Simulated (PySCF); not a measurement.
**Radial density of Se⁺ (selenium, charge +1)**

UHF, [Ar] 3d10 4s2 4p3, high-spin 4S determinant. Computed with PySCF 2.14 in ANO-RCC-VTZP (6s5p3d1f, 43 functions), with the spin-free X2C one-electron Hamiltonian (Gaussian nucleus).

```
r (bohr)  4πr²ρ (e/bohr)  4πr²(ρα − ρβ)
0.000924          0.4848         0.0000
 0.00156           1.180         0.0000
 0.00262           2.801         0.0000
 0.00440           6.386        -0.0001
 0.00740           13.54        -0.0001
  0.0124           25.31         0.0003
  0.0209           38.24         0.0037
  0.0352           41.47         0.0195
  0.0592           34.38         0.0666
  0.0996           42.72         0.1128
   0.168           46.46         0.0186
   0.282           26.34         0.0497
   0.474           33.16         0.2336
   0.797           15.41         0.0155
    1.34           4.127         1.3230
    2.26           2.132         1.3823
    3.80          0.2288         0.1873
    6.38        0.001409         0.0013
    10.7       2.349e-05         0.0000
```

Densities and radii are taken from the X2C orbitals without a picture-change correction, which distorts them close to the nucleus.
